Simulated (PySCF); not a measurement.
Field gradients from PBE0/pcSseg-1 densities (PySCF, non-relativistic) at GFN2-xTB geometries, isolated species, one conformer each; χzz is the principal value of largest magnitude, with Q(14N) = 0.02044 b, Q(35Cl) = −0.0817 b. GFN2-xTB bond lengths can be off by several hundredths of an ångström, more for odd bonds, and the gradients follow them. With so small a basis the couplings can be 20 % off.

Task: These 14N couplings (χzz in MHz, η) are listed in rising order: (-6.866, 0.36); (-6.537, 0.07); (-5.517, 0.06); (-4.782, 0.15); (2.364, 0.19); (2.689, 0.44). Assign them to: N6 (hydrazine nitrogen) in `[CH3:1][CH2:2][C@H:3]([CH3:4])[NH:5][NH:6][CH3:7]`; N7 (pyrrole-type nitrogen) in `[O:1]=[CH:2][c:3]1[n:4][cH:5][n:6][n:7]1[SiH3:8]`; N5 (pyridine-type nitrogen) in `[CH3:1][C:2](=[O:3])[c:4]1[n:5][n:6][c:7]([C:8]([F:9])([F:10])[F:11])[o:12]1`; N10 (nitrile nitrogen) in `[CH:1]#[C:2][c:3]1[n:4][n:5]([CH3:6])[n:7][c:8]1[C:9]#[N:10]`; N5 (pyridine-type nitrogen) in `[CH:1]#[C:2][c:3]1[n:4][n:5][n:6][cH:7][c:8]1[CH:9]=[CH2:10]`; N6 (pyrrole-type nitrogen) in `[CH:1]#[C:2][c:3]1[n:4][cH:5][n:6]([Si:7]([CH3:8])([CH3:9])[CH3:10])[n:11]1`.

Result: -6.866 MHz, η 0.36: N6 (hydrazine nitrogen) in `[CH3:1][CH2:2][C@H:3]([CH3:4])[NH:5][NH:6][CH3:7]`; -6.537 MHz, η 0.07: N5 (pyridine-type nitrogen) in `[CH:1]#[C:2][c:3]1[n:4][n:5][n:6][cH:7][c:8]1[CH:9]=[CH2:10]`; -5.517 MHz, η 0.06: N5 (pyridine-type nitrogen) in `[CH3:1][C:2](=[O:3])[c:4]1[n:5][n:6][c:7]([C:8]([F:9])([F:10])[F:11])[o:12]1`; -4.782 MHz, η 0.15: N10 (nitrile nitrogen) in `[CH:1]#[C:2][c:3]1[n:4][n:5]([CH3:6])[n:7][c:8]1[C:9]#[N:10]`; 2.364 MHz, η 0.19: N7 (pyrrole-type nitrogen) in `[O:1]=[CH:2][c:3]1[n:4][cH:5][n:6][n:7]1[SiH3:8]`; 2.689 MHz, η 0.44: N6 (pyrrole-type nitrogen) in `[CH:1]#[C:2][c:3]1[n:4][cH:5][n:6]([Si:7]([CH3:8])([CH3:9])[CH3:10])[n:11]1`.

Task: These 35Cl couplings (χzz in MHz, η) are listed in rising order: (-74.30, 0.01); (-69.65, 0.13); (-39.04, 0.04). Assign them to: the alkyl chlorine of `C[C@@H]1C[SiH2][C@H]1CCCl`; the silicon-bound chlorine of `C=C(C)[Si@@H](Cl)CCC`; the vinyl chlorine of `CCC/C(Cl)=C(/C)[SiH3]`.

Result: -74.30 MHz, η 0.01: the alkyl chlorine of `C[C@@H]1C[SiH2][C@H]1CCCl`; -69.65 MHz, η 0.13: the vinyl chlorine of `CCC/C(Cl)=C(/C)[SiH3]`; -39.04 MHz, η 0.04: the silicon-bound chlorine of `C=C(C)[Si@@H](Cl)CCC`.

All sites together:

| nucleus | site | Vzz (au) | η | χzz (MHz) |
| --- | --- | --- | --- | --- |
| 14N | N6 (hydrazine nitrogen) in [CH3:1][CH2:2][C@H:3]([CH3:4])[NH:5][NH:6][CH3:7] | -1.430 | 0.36 | -6.866 |
| 14N | N7 (pyrrole-type nitrogen) in [O:1]=[CH:2][c:3]1[n:4][cH:5][n:6][n:7]1[SiH3:8] | 0.492 | 0.19 | 2.364 |
| 14N | N5 (pyridine-type nitrogen) in [CH3:1][C:2](=[O:3])[c:4]1[n:5][n:6][c:7]([C:8]([F:9])([F:10])[F:11])[o:12]1 | -1.149 | 0.06 | -5.517 |
| 14N | N10 (nitrile nitrogen) in [CH:1]#[C:2][c:3]1[n:4][n:5]([CH3:6])[n:7][c:8]1[C:9]#[N:10] | -0.996 | 0.15 | -4.782 |
| 14N | N5 (pyridine-type nitrogen) in [CH:1]#[C:2][c:3]1[n:4][n:5][n:6][cH:7][c:8]1[CH:9]=[CH2:10] | -1.361 | 0.07 | -6.537 |
| 14N | N6 (pyrrole-type nitrogen) in [CH:1]#[C:2][c:3]1[n:4][cH:5][n:6]([Si:7]([CH3:8])([CH3:9])[CH3:10])[n:11]1 | 0.560 | 0.44 | 2.689 |
| 35Cl | the alkyl chlorine of C[C@@H]1C[SiH2][C@H]1CCCl | 3.870 | 0.01 | -74.30 |
| 35Cl | the silicon-bound chlorine of C=C(C)[Si@@H](Cl)CCC | 2.034 | 0.04 | -39.04 |
| 35Cl | the vinyl chlorine of CCC/C(Cl)=C(/C)[SiH3] | 3.628 | 0.13 | -69.65 |
